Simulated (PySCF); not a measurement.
Numbering as in the mapped SMILES `[OH:1][SiH:2]1[CH:3]=[CH:4][SiH2:5][CH:6]=[CH:7]1`. Hydrogens are named by the atom that carries them. Ha(Si5) is cis to O1 on the ring; Hb(Si5) is trans to O1 on the ring.

[PySCF: NMR shieldings at PBE0/pcSseg-1/GIAO; geometry: GFN2-xTB; non-relativistic Hamiltonian; gas phase; rapidly exchanging positions averaged; one computed conformer]

Scale: TMS for 13C and 1H and 29Si; 17O against H2O (reference shieldings calculated alike).

```json
{"atoms": "H(Si2)", "nucleus": "1H", "count": "1", "Hirshfeld charge": "-0.08", "δ (ppm)": "4.98"}
{"atoms": "H(C4)/H(C6)", "nucleus": "1H", "count": "2", "Hirshfeld charge": "0.04", "δ (ppm)": "?"}
{"atoms": "Si2", "nucleus": "29Si", "count": "1", "Hirshfeld charge": "0.40", "δ (ppm)": "-44.5"}
{"atoms": "O1", "nucleus": "17O", "count": "1", "Hirshfeld charge": "-0.31", "δ (ppm)": "?"}
{"atoms": "C4/C6", "nucleus": "13C", "count": "2", "Hirshfeld charge": "-0.13", "δ (ppm)": "153.7"}
{"atoms": "Ha(Si5)", "nucleus": "1H", "count": "1", "Hirshfeld charge": "-0.08", "δ (ppm)": "4.48"}
{"atoms": "H(O1)", "nucleus": "1H", "count": "1", "Hirshfeld charge": "0.18", "δ (ppm)": "1.46"}
{"atoms": "Hb(Si5)", "nucleus": "1H", "count": "1", "Hirshfeld charge": "-0.08", "δ (ppm)": "?"}
{"atoms": "H(C3)/H(C7)", "nucleus": "1H", "count": "2", "Hirshfeld charge": "0.04", "δ (ppm)": "7.57"}
{"atoms": "C3/C7", "nucleus": "13C", "count": "2", "Hirshfeld charge": "-0.14", "δ (ppm)": "160.8"}
{"atoms": "Si5", "nucleus": "29Si", "count": "1", "Hirshfeld charge": "0.33", "δ (ppm)": "-77.4"}
```

Fill in the missing shifts.

Answers


- H(C4)/H(C6): 7.43 ppm, hydrogen on an alkene CH; a vinylic proton, deshielded by the sp2 carbon and the C=C anisotropy
- Hb(Si5): 4.45 ppm, hydrogen on a silicon bonded to 2 C, in a 6-membered ring
- O1: 33.3 ppm, oxygen bonded to Si, H

The OH or NH signal is concentration- and solvent-dependent in practice; the value given is the gas-phase one. Shifts are as computed. Against solution values, carbons near 30 ppm lie about +3 ppm off and those near 130 ppm about +5 ppm. Of 1211 compounds with measured shifts, 218 miss one by over three times the rms of a fit or turn the order of signals round; such compounds aren't used in these exercises. Experimental scales use liquid or dissolved standards, which lie at an offset from isolated H2O (liquid H2O: subtract about 36 ppm).
